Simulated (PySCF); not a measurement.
Compound: CH₉NSeSi₂.
Geometry (PBE0-D3(BJ)/def2-SVP, Å), atoms numbered from 1 in this order:
```
atom  x, y, z in Å
N1    -2.692   -0.318    0.184
C2    -1.928    0.870   -0.168
Si3   -0.159    0.519   -0.755
Se4    0.809   -0.814    0.852
Si5    2.861    0.175    0.705
H6    -2.747   -0.966   -0.600
H7    -2.245   -0.821    0.949
H8    -2.462    1.432   -0.955
H9    -1.888    1.549    0.701
H10    0.688    1.742   -0.934
H11   -0.196   -0.234   -2.048
H12    2.806    1.604    1.134
H13    3.759   -0.593    1.615
H14    3.387    0.113   -0.692
```

Level: CAM-B3LYP/def2-SVPD in PySCF, non-relativistic, on one gas-phase PBE0-D3(BJ)/def2-SVP geometry that isn't relaxed in the solvent. The solvent is an IEF-PCM continuum (Bondi radii, 1.10 Å for H, scaled by 1.2), and excitations are vertical TDDFT with non-equilibrium linear response and a frozen core. Specific hydrogen bonds and non-electrostatic terms are outside this model. Spin–orbit coupling is left out although an atom past zinc is present.

Gas-phase singlets (H = HOMO, L = LUMO):

```json
{"state": "S1", "E (eV)": "5.325", "λ (nm)": "233", "f": "0.006", "leading configurations": "H→L 62%, H-1→L 13%, H→L+1 12%"}
{"state": "S2", "E (eV)": "5.538", "λ (nm)": "224", "f": "0.013", "leading configurations": "H→L+1 55%, H-1→L+1 17%, H→L 17%"}
{"state": "S3", "E (eV)": "5.788", "λ (nm)": "214", "f": "0.018", "leading configurations": "H-1→L 57%, H→L+4 9%"}
{"state": "S4", "E (eV)": "6.197", "λ (nm)": "200", "f": "0.012", "leading configurations": "H-1→L+1 46%, H→L+2 17%, H→L+1 15%"}
{"state": "S5", "E (eV)": "6.427", "λ (nm)": "193", "f": "0.023", "leading configurations": "H→L+3 21%, H→L+2 21%, H-1→L+2 14%"}
```

Task: How does the list change in dimethylsulfoxide (ε = 46.83)?

Result: 
```csv
state,E (eV),λ (nm),f,leading configurations,change by rank (eV)
S1,5.455,227,0.010,"H→L 52%, H-1→L 15%, H→L+1 15%",+0.130
S2,5.614,221,0.021,"H→L+1 44%, H→L 22%, H-1→L+1 21%",+0.076
S3,5.931,209,0.027,"H-1→L 55%, H→L 9%",+0.143
S4,6.316,196,0.013,"H-1→L+1 38%, H→L+2 25%, H→L+1 14%",+0.119
S5,6.534,190,0.047,"H→L+2 25%, H-1→L+2 23%, H→L+5 12%",+0.107
```

Task: The ground-state energy changes by -0.212 eV from gas to dimethylsulfoxide. By how much does the total energy of gas-phase S3 change?

Result: E(S3) = E(S0) + excitation energy, so it changes by -0.212 + 0.143 = -0.069 eV: it is lowered less than the ground state, which is what a blue shift means. This is the vertical state, with the slow part of the continuum still set for S0.

Task: How do the frontier levels move from gas to dimethylsulfoxide?

Result: 
```csv
orbital,gas (eV),solvent (eV),change (eV)
LUMO+2,1.07,1.25,+0.18
LUMO+1,0.66,0.81,+0.15
LUMO,0.41,0.56,+0.15
HOMO,-8.02,-7.96,+0.06
HOMO-1,-8.43,-8.40,+0.03
HOMO-2,-9.86,-9.79,+0.07
HOMO-3,-10.47,-10.34,+0.13
```

The HOMO–LUMO gap goes from 8.42 to 8.52 eV.
